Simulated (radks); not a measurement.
Values are calculated unless marked as measured or tabulated.
Cl+, configuration [Ne] 3s0.5 3p5.5 (fractional occupations, a model configuration). Level of theory: scalar-relativistic Kohn-Sham, PBE, spin-unpolarised, spherical densities, finite nucleus; Fermi nuclear charge, rms radius 3.3654 fm (a radial shooting solver on a logarithmic mesh with Libxc functionals). Some entries of the table are withheld. Estimate them.

orbital,occ.,eigenvalue (hartree),<r> (bohr)
1s,2,-101.6616,(1)
2s,2,-9.82961,(2)
2p,6,-7.58545,(3)
3s,0.5,-1.21427,1.479
3p,5.5,(4),(5)

Answer. 
(1) 1s <r> (bohr): 0.09097
(2) 2s <r> (bohr): 0.4439
(3) 2p <r> (bohr): 0.4066
(4) 3p eigenvalue (hartree): -0.74434
(5) 3p <r> (bohr): 1.684
